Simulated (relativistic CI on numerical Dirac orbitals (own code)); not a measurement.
# One change at a time: Au21+

Base calculation: Dirac-Coulomb-Breit CI, orbitals from a KLI potential per configuration, model QED, unscaled Slater integrals.

CI space (outside the closed core [Ar] 3d10): 4s²4p⁶4d¹⁰4f¹², 4s²4p⁶4d¹⁰4f¹¹5s, 4s²4p⁶4d¹⁰4f¹⁰5s², 4s²4p⁶4d¹⁰4f¹¹5p, 4s²4p⁶4d¹⁰4f¹⁰5s5p, 4s²4p⁶4d⁹4f¹³, 4s²4p⁶4d⁸4f¹⁴, 4s²4p⁶4d¹⁰4f¹¹5f, 4s²4p⁶4d¹⁰4f¹¹6s, 4s²4p⁶4d⁹4f¹²5s, 4s²4p⁵4d¹⁰4f¹³, 4s²4p⁶4d¹⁰4f¹¹6p, 4s4p⁶4d¹⁰4f¹³, 4s²4p⁴4d¹⁰4f¹⁴, 4s²4p⁵4d⁹4f¹⁴, 4p⁶4d¹⁰4f¹⁴. Levels of other configurations are missing.

Variants: (1) QED terms removed; (2) configuration mixing switched off. Shifts of the energy above 4s²4p⁶4d¹⁰4f¹² ³H6, in cm⁻¹, for the lowest level and the first level of each name with at least 55 % of one term (blank where a level changes its place among those of its configuration and J or its character, or is not in the variant):

```csv
Level,Base,Δ(1),Δ(2)
4s²4p⁶4d¹⁰4f¹² ³H6,0,0,0
4s²4p⁶4d¹⁰4f¹² ³F4,9852,+8,+1389
4s²4p⁶4d¹⁰4f¹² ³H5,29277,-118,+1
4s²4p⁶4d¹⁰4f¹² ³F3,42069,-118,+1244
4s²4p⁶4d¹⁰4f¹² ³P0,81450,-42,+4508
4s²4p⁶4d¹⁰4f¹² ¹I6,83946,-110,+119
4s²4p⁶4d¹⁰4f¹² ³P1,90216,-118,+3439
4s²4p⁶4d¹⁰4f¹² ¹S0,171894,-196,+9802
4s²4p⁶4d¹⁰4f¹¹5s ⁵I°8,278818,-3477,-280
4s²4p⁶4d¹⁰4f¹¹5s ⁵I°7,291356,-3483,-179
4s²4p⁶4d¹⁰4f¹¹5s ⁵I°6,310097,-3562,-258
4s²4p⁶4d¹⁰4f¹¹5s ⁵F°3,341405,-3564,-210
4s²4p⁶4d¹⁰4f¹¹5s ⁵F°2,343745,-3570,-211
4s²4p⁶4d¹⁰4f¹¹5s ³K°8,353578,-3569,-216
4s²4p⁶4d¹⁰4f¹¹5s ³K°7,358056,-3570,-173
4s²4p⁶4d¹⁰4f¹¹5s ³P°0,371831,-3583,-204
4s²4p⁶4d¹⁰4f¹¹5s ³K°6,372916,-3615,-198
4s²4p⁶4d¹⁰4f¹¹5s ⁵G°2,375986,-3607,-190
4s²4p⁶4d¹⁰4f¹¹5s ⁵D°4,382385,-3584,-171
4s²4p⁶4d¹⁰4f¹¹5s ³L°9,386344,-3578,-195
4s²4p⁶4d¹⁰4f¹¹5s ³I°5,387868,-3573,-161
4s²4p⁶4d¹⁰4f¹¹5s ³L°8,391237,-3578,-146
```

At this charge transitions that keep the count of f electrons are usually good to a few per cent. Terms inside the open d or f shell come out 10 to 20 % too wide with unscaled integrals. Levels that differ in their count of f electrons can be misplaced by several ten thousand cm⁻¹, since the correlation energy of f electrons is missing or only estimated; rates across such gaps can be off by orders of magnitude.

Ionisation energy from one configuration of each of the two ions, the ground ones as tabulated or assumed: base 607.777 eV. The NIST ASD value (theoretical) is 600 ± 30 eV.

LS names give the leading component of a level, which can be under half, so a name can repeat, a term be missing and a line seem to break the LS rules.
